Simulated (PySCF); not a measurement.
NMR data simulated for an unnamed compound:

1H NMR (400 MHz, computed): δ 7.70 (m, 1H), 7.61 (m, 1H), 3.73 (t, 3H), 2.99 (t, 2H), 1.01 (m, 2H).

13C{1H} NMR (computed): δ 155.2 (CH), 150.8 (C), 140.3 (CH), 27.7 (CH2), 15.0 (CH2).

Relativity neglected, single conformer, fast rotation and ring inversion assumed for equivalent nuclei, gas phase. GFN2-xTB structure; σ from GIAO-PBE0/pcSseg-1; PySCF.

References, each an isolated molecule treated in the same way: TMS for 1H (31.72 ppm), 13C (186.93 ppm).

Which of these does the molecule contain: an N-methyl group, an S-methyl group, a heteroaromatic ring, a carboxylic acid, a Si–H bond?

Answers


- An N-methyl group: no.
- An S-methyl group: no.
- A heteroaromatic ring: yes.
- A carboxylic acid: no.
- A Si–H bond: yes (δH 3.73 (t)).

The data belong to SMILES N1=COC=C1CC[SiH3], C₅H₉NOSi; they needn't prove each group on their own.

Carbon signals by region: 3 in the sp2 and nitrile region (100–160 ppm), 2 below 50 ppm.

Shifts are as computed. Against solution values, carbons near 30 ppm lie about +3 ppm off and those near 130 ppm about +5 ppm. Of 1211 compounds with measured shifts, 218 miss one by over three times the rms of a fit or turn the order of signals round; such compounds aren't used in these exercises. Multiplicities follow the n + 1 count of equivalent neighbours, as no J values were calculated; m marks all less simple cases, F and P coupling included.
